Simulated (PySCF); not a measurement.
Molecule: `ClC1=CC[CH+]C=C1`, [C$_{6}$H$_{6}$Cl]+.

Cartesian coordinates in Å; atom numbers follow the order of the lines, from 1:
```xyz
13

Cl    2.5289   -1.8741   -0.0844
C     1.1785   -0.8223   -0.0291
C    -0.0911   -1.2870   -0.2978
C    -1.2426   -0.3975   -0.2522
C    -0.9858    0.9933    0.0867
C     0.2890    1.4265    0.3504
C     1.3610    0.5367    0.2955
H    -0.2476   -2.3274   -0.5455
H    -2.0088   -0.8159    0.4251
H    -1.8000   -0.4583   -1.2041
H    -1.8218    1.6770    0.1273
H     0.4747    2.4601    0.6029
H     2.3612    0.8894    0.5075
```

Total charge +1.

Frames of a GFN2-xTB Langevin trajectory at 300 K; GIAO PBE0/pcSseg-1 shieldings in PySCF, gas phase, non-relativistic; equivalent atoms averaged within each frame.

δ = σ(ref) − σ, references computed at the same level: HCl for 35Cl (σref 949.78); TMS for 13C (σref 186.93), 1H (σref 31.72). The references are static minima.

Task: How do the shifts (ppm) fluctuate along the trajectory?

Result: 
```
         time (fs)  Cl1     C3     C5     C7     C2     C6    C4     H8    H13    H11
               250  350  200.2  186.9  179.3  157.3  143.3  57.1   9.96   9.81   9.62
               425  278  198.7  201.4  182.7  158.4  148.3  56.6  10.16  10.21  10.45
               625  331  195.6  186.6  187.9  162.4  143.1  53.2   9.60   9.95   9.34
               800  307  191.8  192.1  203.9  170.2  142.8  51.3   9.72  10.14   9.87
              1000  305  206.8  206.4  177.1  161.1  142.2  60.3   9.98   9.50  10.29
    mean of frames  314  198.6  194.7  186.2  161.9  143.9  55.7   9.89   9.92   9.92
standard deviation   27    5.6    8.9   10.7    5.1    2.5   3.5   0.23   0.28   0.46
```

5 frames give an uncertainty of the mean of about the standard deviation over 2.2 at best, since frames this close in time may not be independent; classical motion lacks zero-point vibration, and the reference would need the same averaging.
